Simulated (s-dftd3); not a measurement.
Br2Si, charge -1, doublet, at a GFN2-xTB geometry (a state made from the parent by changing its charge; the spin is typed, not shown lowest); D3(bj) for hf run with s-dftd3.

Input for s-dftd3:
```
$ s-dftd3 mol.xyz --bj hf --json dftd3.json --noedisp --grad

# file mol.xyz
3

Si    -0.02533964    -0.00465700     1.31997514
Br     1.11399650    -1.69753432    -0.24869921
Br    -1.10386065     1.69939712    -0.27929084
```

It wrote (shortened):

```
-----------------------------------
 s i m p l e   D F T - D 3  v1.4.0
-----------------------------------

Rational (Becke-Johnson) damping: hf-D3(BJ)
---------------------
  s6         1.0000
  s8         0.9171
  s9         0.0000
  a1         0.3385
  a2         2.8830
 alp        14.0000
--------------------

Dispersion energy:      -2.7445049695332E-02 Eh

Gradient norm:           9.5059662054609E-03 Eh/a0
--------------------------------------------------
     #    Z           dE/dx      dE/dy      dE/dz
--------------------------------------------------
     1   14 Si   -1.054E-04 -1.937E-05  5.491E-03
     2   35 Br    2.649E-03 -3.968E-03 -2.709E-03
     3   35 Br   -2.544E-03  3.987E-03 -2.781E-03
--------------------------------------------------

Virial:
--------------------------------------------------
      component           x          y          z
--------------------------------------------------
          x       1.089E-02 -1.667E-02 -1.654E-04
          y      -1.667E-02  2.553E-02 -2.879E-04
          z      -1.654E-04 -2.879E-04  1.644E-02
--------------------------------------------------

[Info] JSON dump of results written to 'dftd3.json'
```
